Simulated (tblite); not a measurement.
Record of a relaxation.

Species: C7H10O (charge +1 and doublet state).
Numbering: `[CH2:1]=[C:2]1[C:3]([CH2+:4])[CH2:5][C@H:6]1[CH2:7][OH:8]` (hydrogens: H9, H10 on C1; H11, H12 on C4; H13, H14 on C5; H15 on C6; H16, H17 on C7; H18 on O8)
Bond orders are those of one Lewis drawing.

Computed with GFN2-xTB (tblite), gas phase: L-BFGS steps from a force-field or distance-geometry start until the largest atomic force falls under 0.01 eV/Å. 4 of its 114 geometries are shown.

Step 0: E = -640.6609 eV, largest atomic force 5.338 eV/Å
```
atom  x, y, z in Å  |  force x, y, z in eV/Å
C1      0.304    2.067    0.213    0.784   0.764   0.354
C2      0.374    0.908   -0.433    1.107  -0.683  -1.653
C3      1.444   -0.033   -0.910    1.845  -1.283   4.842
C4      2.508   -0.350    0.013   -1.115   0.950  -1.576
C5      0.459   -1.074   -1.315    0.176   0.471  -1.894
C6     -0.621   -0.062   -0.976   -0.963   0.559  -0.331
C7     -1.599   -0.632    0.007   -2.063  -1.388  -0.352
O8     -2.382    0.315    0.641   -0.793   0.548   0.412
H9     -0.627    2.552    0.462   -0.073  -0.227  -0.019
H10     1.210    2.596    0.527   -0.390  -0.205  -0.153
H11     3.219    0.407    0.364   -0.569  -0.220  -0.086
H12     2.671   -1.357    0.432   -0.049   0.525  -0.768
H13     0.502   -1.234   -2.420   -0.044  -0.428   0.777
H14     0.423   -2.013   -0.741    0.383   0.358  -0.552
H15    -1.153    0.377   -1.850    0.123  -0.246   0.464
H16    -2.313   -1.276   -0.569    0.690  -0.106   0.167
H17    -1.076   -1.304    0.710   -0.111   0.415   0.217
H18    -3.350    0.122    0.567    1.062   0.196   0.151
```

Step 38: E = -641.9929 eV, largest atomic force 0.215 eV/Å
```
atom  x, y, z in Å  |  force x, y, z in eV/Å
C1      0.293    2.045    0.184    0.043  -0.013   0.054
C2      0.345    0.795   -0.313    0.002  -0.049   0.077
C3      1.384   -0.212   -0.478   -0.032  -0.003   0.044
C4      2.631   -0.371    0.003   -0.012   0.086  -0.112
C5      0.462   -1.079   -1.280   -0.061  -0.040   0.016
C6     -0.678   -0.099   -0.947   -0.045   0.018   0.017
C7     -1.740   -0.659    0.080    0.056  -0.025  -0.110
O8     -2.471    0.370    0.642    0.006  -0.196  -0.088
H9     -0.639    2.585    0.256   -0.001  -0.070   0.009
H10     1.178    2.545    0.544    0.031   0.029  -0.033
H11     3.080    0.363    0.654    0.011  -0.039  -0.006
H12     3.234   -1.223   -0.280   -0.057   0.065   0.044
H13     0.702   -1.115   -2.346    0.003   0.064   0.025
H14     0.358   -2.106   -0.942   -0.021  -0.109   0.040
H15    -1.227    0.332   -1.786   -0.042  -0.014   0.003
H16    -2.365   -1.386   -0.455    0.115   0.060   0.068
H17    -1.177   -1.167    0.877   -0.050   0.129  -0.052
H18    -3.379    0.389    0.312    0.055   0.107   0.006
```

Step 75: E = -642.0497 eV, largest atomic force 0.050 eV/Å
```
atom  x, y, z in Å  |  force x, y, z in eV/Å
C1      0.275    1.969    0.304    0.006   0.003   0.002
C2      0.330    0.763   -0.279    0.032  -0.016  -0.010
C3      1.369   -0.234   -0.494    0.009  -0.032  -0.018
C4      2.642   -0.327   -0.083    0.001   0.025  -0.005
C5      0.436   -1.118   -1.264   -0.030  -0.024   0.001
C6     -0.693   -0.125   -0.931   -0.011  -0.015  -0.004
C7     -1.728   -0.638    0.128    0.000   0.023  -0.017
O8     -2.564    0.363    0.556   -0.042   0.020  -0.018
H9     -0.672    2.436    0.531   -0.009  -0.002   0.000
H10     1.169    2.512    0.566   -0.011   0.026   0.027
H11     3.088    0.432    0.538    0.035   0.030   0.018
H12     3.278   -1.139   -0.396   -0.011  -0.026  -0.025
H13     0.655   -1.178   -2.331    0.022   0.001   0.017
H14     0.330   -2.135   -0.889    0.011  -0.011   0.017
H15    -1.228    0.298   -1.781   -0.023   0.023   0.021
H16    -2.267   -1.465   -0.356   -0.010  -0.002   0.008
H17    -1.197   -1.005    1.011    0.006  -0.008  -0.027
H18    -3.231    0.599   -0.106    0.025  -0.015   0.011
```

Step 113: E = -642.0579 eV, largest atomic force 0.007 eV/Å
```
atom  x, y, z in Å  |  force x, y, z in eV/Å
C1      0.259    1.912    0.401   -0.002   0.000  -0.002
C2      0.345    0.742   -0.246    0.002  -0.005  -0.001
C3      1.393   -0.238   -0.494   -0.001  -0.002  -0.002
C4      2.699   -0.277   -0.191   -0.003   0.001   0.000
C5      0.443   -1.160   -1.197    0.002  -0.001   0.001
C6     -0.676   -0.142   -0.910    0.005  -0.001  -0.002
C7     -1.774   -0.600    0.106   -0.001   0.000   0.000
O8     -2.612    0.432    0.458    0.003   0.001   0.004
H9     -0.706    2.327    0.657    0.003   0.001  -0.002
H10     1.131    2.474    0.697   -0.006  -0.001   0.003
H11     3.179    0.513    0.363    0.000   0.002  -0.003
H12     3.325   -1.082   -0.543    0.000  -0.001   0.002
H13     0.654   -1.312   -2.256   -0.001   0.004   0.002
H14     0.335   -2.141   -0.735    0.000   0.001  -0.001
H15    -1.166    0.284   -1.787    0.000  -0.001   0.001
H16    -2.307   -1.431   -0.377   -0.002  -0.003  -0.002
H17    -1.296   -0.950    1.025   -0.003   0.002   0.000
H18    -3.235    0.656   -0.248    0.005   0.003   0.001
```

**Question.** Summarise the path.

**Answer.** The energy falls by 134.79 kJ/mol from step 0 to step 113; nine tenths of that is first reached at step 15. It falls at every step. The largest force goes from 5.338 to 0.007 eV/Å. Among the bonds C3–C4 changes most, from 1.443 to 1.342 Å; the atoms move by 0.447 Å rms after alignment.

What follows is the cost of the whole relaxation. The run took 0.89 s on one thread of an AMD EPYC 7B13, on a shared host.
